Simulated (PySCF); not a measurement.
**Electron correlation in Ta (tantalum, neutral)**

[Xe] 4f14 5d3 6s2, high-spin 4F determinant. All numbers are calculated (PySCF 2.14, a scalar-relativistic core potential, in aug-cc-pwCVDZ-PP with ECP60MDF). Frozen: 5s2 5p6; 5 electrons correlated.

```csv
level,correlation energy (mhartree)
CCSD,-81.35
(T),-4.07
CCSD(T),-85.42
```

Diagnostics: T1 = 0.028, D1 = 0.0790, largest double amplitude 0.051.

Spin-orbit coupling, absent here, splits the open shell strongly.

Cost of the coupled-cluster step: roughly 7 core-seconds, for 5 correlated electrons.

Iterations:

```
CC2 = 0
CCSD nocc = (np.int64(4), np.int64(1)), nmo = (66, 66)
frozen orbitals [[0, 1, 2, 3], [0, 1, 2, 3]]
max_cycle = 100
direct = 0
conv_tol = 1e-08
conv_tol_normt = 1e-06
diis_space = 8
diis_start_cycle = 0
Init t2, MP2 energy = -0.0664975629944195
Init E_corr(UCCSD) = -0.0664975629967399
cycle = 1  E_corr(UCCSD) = -0.0755615809559519  dE = -0.00906401796  norm(t1,t2) = 0.0684865
cycle = 2  E_corr(UCCSD) = -0.0784045716988059  dE = -0.00284299074  norm(t1,t2) = 0.0337199
cycle = 3  E_corr(UCCSD) = -0.0810670153396075  dE = -0.00266244364  norm(t1,t2) = 0.0192376
cycle = 4  E_corr(UCCSD) = -0.0811700719755911  dE = -0.000103056636  norm(t1,t2) = 0.00583437
cycle = 5  E_corr(UCCSD) = -0.0813656974082207  dE = -0.000195625433  norm(t1,t2) = 0.00267856
cycle = 6  E_corr(UCCSD) = -0.0813449508756931  dE = 2.07465325e-05  norm(t1,t2) = 0.000982414
cycle = 7  E_corr(UCCSD) = -0.0813471677367828  dE = -2.21686109e-06  norm(t1,t2) = 0.000359919
cycle = 8  E_corr(UCCSD) = -0.0813534240474251  dE = -6.25631064e-06  norm(t1,t2) = 0.000106547
cycle = 9  E_corr(UCCSD) = -0.0813505226711604  dE = 2.90137626e-06  norm(t1,t2) = 3.95357e-05
cycle = 10  E_corr(UCCSD) = -0.0813512394625442  dE = -7.16791384e-07  norm(t1,t2) = 1.79738e-05
cycle = 11  E_corr(UCCSD) = -0.0813512441343864  dE = -4.67184216e-09  norm(t1,t2) = 7.07867e-06
cycle = 12  E_corr(UCCSD) = -0.0813511857914427  dE = 5.83429437e-08  norm(t1,t2) = 2.47823e-06
cycle = 13  E_corr(UCCSD) = -0.0813511719945228  dE = 1.379692e-08  norm(t1,t2) = 5.2736e-07
cycle = 14  E_corr(UCCSD) = -0.0813511755814514  dE = -3.58692867e-09  norm(t1,t2) = 1.82358e-07
UCCSD converged
E(UCCSD) = -56.82359180202297  E_corr = -0.08135117558145143
UCCSD(T) correction = -0.00406913895206145
```
